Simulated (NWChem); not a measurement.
System: LiOH; SMILES [OH][Li]

```xyz
3

Li    -0.7681    -0.7187    -0.6607
O      0.1917     0.1794     0.1649
H      0.7808     0.7305     0.6716
```
Atoms are numbered in this order, from 1.

The geometry was optimised at PBE0/def2-SVP.

Question: List the 4 lowest vertical singlet excitations from PBE/def2-TZVP, TDA (NWChem).

Answer: 
```csv
state,energy (eV),oscillator strength,leading excitation (squared amplitude)
S1,3.27,0.030,HOMO−1 → LUMO (1.00)
S2,3.27,0.030,HOMO → LUMO (1.00)
S3,5.73,0.000,HOMO−1 → LUMO+2 (0.40)
S4,5.73,0.000,HOMO → LUMO+2 (0.40)
```
